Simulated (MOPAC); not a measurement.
Input for MOPAC: PM3 on CH4GeO (SMILES [CH3][Ge][OH]), a point of a torsion scan.

```
PM3 1SCF PRECISE CHARGE=0 THREADS=1
CH4GeO

C     -0.93603239 1    -0.04354555 1     0.00833871 1
Ge     0.70584747 1     1.19827364 1    -0.06944990 1
O      0.00513347 1     2.55197165 1    -0.96090832 1
H     -0.71435458 1    -0.99193046 1    -0.48301493 1
H     -1.82311507 1     0.38007607 1    -0.46267298 1
H     -1.18429747 1    -0.27802619 1     1.04428992 1
H     -0.89643804 1     2.59625798 1    -1.27483678 1
```

Output:

```
*******************************************************************************
 **                                                                           **
 **                              MOPAC v23.2.5                                **
 **                                                                           **
 *******************************************************************************
 ** MOPAC's Digital Object Identifier: https://doi.org/10.5281/zenodo.6511958 **
 **                                                                           **
 ** Please cite the open-source release paper for use of this MOPAC version:  **
 ** J. E. Moussa and J. J. P. Stewart (2026)                                  **
 ** MOPAC: An open-source semiempirical molecular orbital program             **
 ** J. Open Source Softw., 11(119), 8025, https://doi.org/10.21105/joss.08025 **
 *******************************************************************************

                              PM3 CALCULATION RESULTS

 *******************************************************************************
 *  PM3        - The PM3 Hamiltonian to be used
 *
 *
 *
 *                 CHARGE ON SYSTEM = 0
 *
 *
 *
 *  PRECISE    - TIGHTER CRITERIA TO BE USED
 *  1SCF       - DO 1 SCF AND THEN STOP
 *  THREADS=1  - MULTI-THREADING NOT USED
 *  T=         - A TIME OF 172800.0 SECONDS REQUESTED
 *  DUMP=N     - RESTART FILE WRITTEN EVERY 7200.0 SECONDS REQUESTED
 *******************************************************************************
PM3 1SCF PRECISE CHARGE=0 THREADS=1
 CH4GeO

   ATOM   CHEMICAL          X               Y               Z
  NUMBER   SYMBOL      (ANGSTROMS)     (ANGSTROMS)     (ANGSTROMS)

     1       C         -0.93603239  *  -0.04354555  *   0.00833871  *
     2      Ge          0.70584747  *   1.19827364  *  -0.06944990  *
     3       O          0.00513347  *   2.55197165  *  -0.96090832  *
     4       H         -0.71435458  *  -0.99193046  *  -0.48301493  *
     5       H         -1.82311507  *   0.38007607  *  -0.46267298  *
     6       H         -1.18429747  *  -0.27802619  *   1.04428992  *
     7       H         -0.89643804  *   2.59625798  *  -1.27483678  *



          CARTESIAN COORDINATES

    NO.       ATOM           X           Y           Z

     1         C         -0.9360     -0.0435      0.0083
     2        Ge          0.7058      1.1983     -0.0694
     3         O          0.0051      2.5520     -0.9609
     4         H         -0.7144     -0.9919     -0.4830
     5         H         -1.8231      0.3801     -0.4627
     6         H         -1.1843     -0.2780      1.0443
     7         H         -0.8964      2.5963     -1.2748

  H: (PM3): J. J. P. STEWART, J. COMP. CHEM. 10, 209 (1989).
  C: (PM3): J. J. P. STEWART, J. COMP. CHEM. 10, 209 (1989).
  O: (PM3): J. J. P. STEWART, J. COMP. CHEM. 10, 209 (1989).
 Ge: (PM3): J. J. P. STEWART, J. COMP. CHEM. 12, 320-341 (1991).

           Empirical Formula: C H4 O Ge  =     7 atoms



      MOLECULAR POINT GROUP   :   Cs


      RHF CALCULATION, NO. OF DOUBLY OCCUPIED LEVELS = 9


 -------------------------------------------------------------------------------
 PM3 1SCF PRECISE CHARGE=0 THREADS=1
 CH4GeO



     1SCF WAS SPECIFIED, SO BFGS WAS NOT USED
     SCF FIELD WAS ACHIEVED


                              PM3 CALCULATION
                                                       MOPAC v23.2.5 Linux




          FINAL HEAT OF FORMATION =        -45.16852 KCAL/MOL =    -188.98511 KJ/MOL


          COSMO AREA              =        104.77 SQUARE ANGSTROMS
          COSMO VOLUME            =         92.79 CUBIC ANGSTROMS

          IONIZATION POTENTIAL    =          9.044394 EV
          HOMO LUMO ENERGIES (EV) =         -9.044 -0.334
          NO. OF FILLED LEVELS    =          9
          MOLECULAR WEIGHT        =        104.6320         POINT GROUP:  Cs

          MOLECULAR DIMENSIONS (Angstroms)

            Atom       Atom       Distance
            H     7    H     6     3.70442
            H     5   Ge     2     2.62246
            H     4    H     6     1.69155


          SCF CALCULATIONS        =          1





   ATOM   CHEMICAL          X               Y               Z
  NUMBER   SYMBOL      (ANGSTROMS)     (ANGSTROMS)     (ANGSTROMS)

     1       C         -0.93603239  *  -0.04354555  *   0.00833871  *
     2      Ge          0.70584747  *   1.19827364  *  -0.06944990  *
     3       O          0.00513347  *   2.55197165  *  -0.96090832  *
     4       H         -0.71435458  *  -0.99193046  *  -0.48301493  *
     5       H         -1.82311507  *   0.38007607  *  -0.46267298  *
     6       H         -1.18429747  *  -0.27802619  *   1.04428992  *
     7       H         -0.89643804  *   2.59625798  *  -1.27483678  *

                             CARTESIAN COORDINATES

   1    C       -0.936032390    -0.043545550     0.008338710
   2   Ge        0.705847470     1.198273640    -0.069449900
   3    O        0.005133470     2.551971650    -0.960908320
   4    H       -0.714354580    -0.991930460    -0.483014930
   5    H       -1.823115070     0.380076070    -0.462672980
   6    H       -1.184297470    -0.278026190     1.044289920
   7    H       -0.896438040     2.596257980    -1.274836780


           Empirical Formula: C H4 O Ge  =     7 atoms



      MOLECULAR POINT GROUP   :   Cs


                  EIGENVALUES
 -35.10704 -27.98455 -16.93534 -14.02643 -13.31822 -13.24663 -11.71373 -10.88540
  -9.04439  -0.33376   1.48290   2.22371   4.85732   4.89414   4.94388   5.68779


              NET ATOMIC CHARGES AND DIPOLE CONTRIBUTIONS

  ATOM NO.   TYPE          CHARGE      No. of ELECS.   s-Pop       p-Pop
    1          C          -0.471283        4.4713     1.22201     3.24927
    2         Ge           0.722017        3.2780     1.76614     1.51184
    3          O          -0.578172        6.5782     1.76786     4.81031
    4          H           0.046376        0.9536     0.95362
    5          H           0.037694        0.9623     0.96231
    6          H           0.046638        0.9534     0.95336
    7          H           0.196731        0.8033     0.80327
 DIPOLE           X         Y         Z       TOTAL
 POINT-CHG.     2.951    -0.594     1.247     3.258
 HYBRID        -3.782    -0.177    -1.140     3.954
 SUM           -0.831    -0.771     0.106     1.139


          ATOMIC ORBITAL ELECTRON POPULATIONS

     Atom    s        px        py        pz
    1  C   1.22201   1.12757   1.10342   1.01829
    2 Ge   1.76614   0.81390   0.41445   0.28350
    3  O   1.76786   1.34633   1.73054   1.73344
    4  H   0.95362
    5  H   0.96231
    6  H   0.95336
    7  H   0.80327

 **********************
 *                    *
 * JOB ENDED NORMALLY *
 *                    *
 **********************




 == MOPAC DONE ==
```

The run finished.

Cost: very roughly 0.020 core-seconds.
